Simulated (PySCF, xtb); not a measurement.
C4H9FSi, SMILES C[C@H]1C[C@@]1(F)[SiH3].

Harmonic wavenumbers (cm⁻¹) from GFN2-xTB (xtb) at its own minimum, in rising order: 66, 138, 187, 193, 270, 324, 392, 443, 542, 558, 569, 769, 773, 788, 843, 866, 911, 966, 1008, 1048, 1097, 1109, 1156, 1172, 1276, 1391, 1414, 1462, 1488, 1496, 2260, 2277, 2303, 3016, 3025, 3036, 3049, 3086, 3101.

Task: What does B3LYP-D3(BJ)/def2-SVP (PySCF) give at its own minimum? (The exact figures need the calculation; the answer reports its results.)

Result: 116, 153, 196, 209, 267, 327, 389, 450, 541, 645, 664, 811, 850, 905, 927, 932, 953, 955, 1008, 1038, 1094, 1114, 1176, 1202, 1275, 1380, 1413, 1459, 1467, 1482, 2228, 2233, 2239, 3029, 3103, 3114, 3117, 3143, 3217. Paired by order, the mean absolute difference is 36 cm⁻¹ and the zero-point energies are 71.3 and 72.7 kcal/mol.
